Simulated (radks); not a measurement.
Results of a calculation; reference values are marked as such.
Q: The zirconium ion Zr9+, 31 electrons, occupied as [Ar] 3d10 4s2 4p1 (the NIST ground configuration). Code: a radial shooting solver on a logarithmic mesh with Libxc functionals. Model: Dirac Kohn-Sham, PBE, spin-unpolarised, spherical densities, point nucleus; open shells fill j = l - 1/2 first.

Spin-orbit splittings of the eigenvalues, e(l+1/2) - e(l-1/2), with zeta = 2 splitting/(2l+1) and mean radii in bohr:

| shell | occ. | splitting (eV) | zeta (eV) | <r> j=l-1/2 | <r> j=l+1/2 |
|---|---|---|---|---|---|
| 2p | 6 | 85.96 | 57.31 | 0.1386 | 0.1430 |
| 3p | 6 | 13.83 | 9.220 | 0.4523 | 0.4625 |
| 3d | 10 | 2.554 | 1.022 | 0.4444 | 0.4477 |
| 4p | 1 | ? | ? | 1.153 | 1.171 |

Estimate the 4p splitting.

A: 2.630 eV (zeta = 1.753 eV).
